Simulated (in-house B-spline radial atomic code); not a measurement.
How numerical settings move a run on C2+, [He] 2s2. Computed with an all-electron radial atomic-structure program (B-spline basis): scalar-relativistic (X2C) revTPSS, spin-polarised, spherical fractional occupations, Fermi nucleus of rms radius 2.4702 fm.

Command:
```bash
python run_scf.py task.json out
```
Settings of the sound reference run:
```
Z                6
electrons        4
configuration    [He] 2s2
hamiltonian      x2c
method           revtpss,revtpss
spin_polarised   True
nucleus          fermi
rms_radius       2.4702
mass_number      12
atomic_mass      12
speed_of_light   137.036
knot_spacing     0.22
spline_order     8
gauss_points     12
box_radius       22.22
max_iterations   70
damping          0.5
damped_steps     3
diis_vectors     10
tolerance        1e-08
start            Thomas-Fermi
```

Run time, properties included: 0.25 s on 1 thread of Intel(R) Xeon(R) Platinum 8375C CPU @ 2.90GHz, with other jobs on the host.

It converges in 7 iterations to -36.538568 hartree, with 2s up at -40.7425 eV. The other runs change the listed settings, some to values that make no sense; their results aren't properties of the atom or ion. Radii are in bohr (the nuclear one in fm), a minus after a letter asks for a j subshell, and «unchanged» means within 1e-8 hartree. The run stops when the residual is below 10 × tolerance × max(1, Z/10), or a noise floor if that is larger, and the energy moves by less than 1e-8 × √|E| hartree; so very loose and very tight tolerances often act alike.

| changed settings | outcome |
| --- | --- |
| spline_order = 3 | converged in 7 iterations, energy +7.11e-04 hartree from the reference, 2s up level +2.7e-03 eV |
| spline_order = 6, max_iterations = 12, damping = 0.8, damped_steps = 0 | converged in 5 iterations, energy -1.80e-05 hartree from the reference, 2s up level -5.6e-04 eV |
| hamiltonian = dirac, method = hf, spin_polarised = False, speed_of_light = 4.494781 | stopped with error: Z/c is past the critical charge |
| spline_order = 5 | converged in 7 iterations, energy +1.65e-05 hartree from the reference, 2s up level +5.0e-04 eV |
| diis_vectors = 1 | converged in 7 iterations, energy unchanged, 2s up level -3.1e-07 eV |
| damped_steps = 0 | converged in 5 iterations, energy unchanged, 2s up level -1.4e-06 eV |
| box_radius = 3.33, first_knot = 0.0167, max_iterations = 75, start = bare nucleus | converged in 7 iterations, energy +3.16e-02 hartree from the reference, 2s up level +9.0e-01 eV (the program warns: 2s up reaches the box edge; 2s down reaches the box edge) |
| diis_vectors = 0 | converged in 16 iterations, energy unchanged, 2s up level +6.2e-07 eV |
| electrons = 5, configuration = [He] 2s3, max_iterations = 60 | stopped with error: shell 2s holds at most 1 electrons (per spin) |
| electrons = 12, configuration = [He] 2s2 4s2 4p6, max_iterations = 100 | converged in 9 iterations to -36.0454 hartree, a different physical problem (warning: 4s up has a positive eigenvalue: unbound, held by the box) |
| spline_order = 4 | converged in 7 iterations, energy -1.58e-05 hartree from the reference, 2s up level -7.6e-04 eV |
| spline_order = 10 | converged in 7 iterations, energy -2.35e-06 hartree from the reference, 2s up level +7.4e-05 eV |
| diis_vectors = 2 | converged in 7 iterations, energy unchanged, 2s up level -8.1e-07 eV |

Question: What happens with max_iterations = 75, damping = 0.2, damped_steps = 1, tolerance = 1e-06, start = bare nucleus?

Answer: Converged in 4 iterations, energy unchanged, 2s up level +6.7e-05 eV.

Question: What happens with damped_steps = 8?

Answer: Converged in 11 iterations, energy unchanged, 2s up level +5.9e-07 eV.

Question: What happens with diis_vectors = 20?

Answer: Converged in 7 iterations, energy unchanged.

Question: What happens with spline_order = 6?

Answer: Converged in 7 iterations, energy -1.80e-05 hartree from the reference, 2s up level -5.6e-04 eV.
